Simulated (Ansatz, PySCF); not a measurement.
Bond stretch in SMg, lowest triplet found (which spin is the ground state isn't settled by this scan). Each curve is given relative to its own lowest point between 1.93 and 2.91 Å, where full CI is lowest.

| R / Å | A | B | C |
|---|---|---|---|
| 1.77 | 125.0 | 121.7 | 125.4 |
| 1.93 | 51.5 | 50.6 | 52.0 |
| 2.05 | 22.2 | 22.2 | 22.6 |
| 2.15 | 8.6 | 9.0 | 8.9 |
| 2.24 | 2.3 | 2.7 | 2.5 |
| 2.34 | 0.0 | 0.0 | 0.0 |
| 2.43 | 0.9 | 0.3 | 0.7 |
| 2.47 | 2.0 | 1.0 | 1.6 |
| 2.54 | 4.6 | 3.0 | 4.0 |
| 2.65 | 10.2 | 7.2 | 9.1 |
| 2.77 | 17.5 | 12.8 | 15.7 |
| 2.91 | 26.9 | 19.7 | 23.7 |
| 3.12 | 40.9 | 29.4 | 34.4 |
| 3.32 | 50.6 | 37.2 | 41.7 |
| 3.57 | 56.5 | 44.8 | 46.7 |
| 3.97 | 59.0 | 52.6 | 49.3 |
| 4.37 | 59.0 | 57.0 | 50.0 |

Energies in mEh.

Q: Assign the columns to these levels of theory: CCSD(T) on ROHF/cc-pVDZ, frozen core run with Ansatz (an electronic-structure program); unrestricted B3LYP/6-311+G**, spherical d run with PySCF; Ansatz with MP2 on UHF/cc-pVDZ, frozen core.

A: A is UMP2; B is UKS-B3LYP/6-311+G**; C is ROCCSD(T).

The scan ran from 1.77 to 8.43 Å; beyond the distances shown full CI changes its symmetry label. The T1 diagnostic of CCSD on the restricted reference of ROCCSD(T) exceeds 0.045 at 2.91 to 3.32 Å. The unrestricted determinant behind UMP2 is spin-contaminated at 3.12 to 3.57 Å (<S²> up to 2.2, against 2.00 for a pure triplet).
